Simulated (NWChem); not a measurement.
Lowest excitation of C2H6AlCl

```xyz
10

Al     0.2192    -0.2528     0.2233
C      2.0239    -0.6655    -0.4168
H      2.4251    -1.6027     0.0213
H      2.7218     0.1531    -0.1338
H      2.0642    -0.7473    -1.5224
C     -0.6193    -0.9531     1.8491
H     -1.3074    -1.7880     1.5907
H     -1.2335    -0.1852     2.3628
H      0.1227    -1.3522     2.5712
Cl    -0.9453     1.0895    -0.9639
```
Charge 0, spin multiplicity 1.

The numbers come from NWChem runs, not from measurements. Structure: optimised with PBE/def2-SVP, a minimum by its harmonic frequencies.

Basis set: def2-SVP.

```tsv
method	lowest vertical singlet excitation energy (eV)	relative cost
CIS	6.99	1
TD-PBE	5.21	under 3
TD-PBE0	5.72	under 3
TD-B3LYP	5.58	under 3
```

The values span 1.79 eV, from TD-PBE (lowest) to CIS (highest). The cost column gives rough processor time relative to CIS; each entry includes its own SCF.

B3LYP has NWChem's definition, with VWN1-RPA local correlation. The structure started from a generated list of species.
